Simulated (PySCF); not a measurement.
These 2 structures share the formula C4H7F3OS. Method: PySCF 2.14.0, PBE0-D3(BJ)/def2-SVP geometry optimisation, gas phase. One conformer each; no zero-point energy, no entropy. No frequencies were run at this level. Point groups hold within 0.08 Å.

Problem. Order them by energy at this level, lowest first, and give relative energies in kcal/mol.
A. `[CH3:1][CH2:2][S@:3](=[O:4])[CH2:5][C:6]([F:7])([F:8])[F:9]` with C1–C2–S3–O4 -64°, C2–S3–C5–C6 -86°
B. `[CH3:1][S:2][C@H:3]([CH3:4])[O:5][C:6]([F:7])([F:8])[F:9]` with C1–S2–C3–C4 60°, S2–C3–O5–C6 -94°

Solution. B (0.0), A (34.2).

As drawn, the higher has an S=O bond, which the lower lacks.

```
             SMILES      E (Eh)  E rel (kcal/mol)  dipole (D)  point group       A, B, C (MHz)
CS[C@H](C)OC(F)(F)F  -928.40258               0.0        2.46           C1  2251, 887.0, 802.8
CC[S@](=O)CC(F)(F)F  -928.34812              34.2        2.43           C1  2545, 797.8, 703.5
```
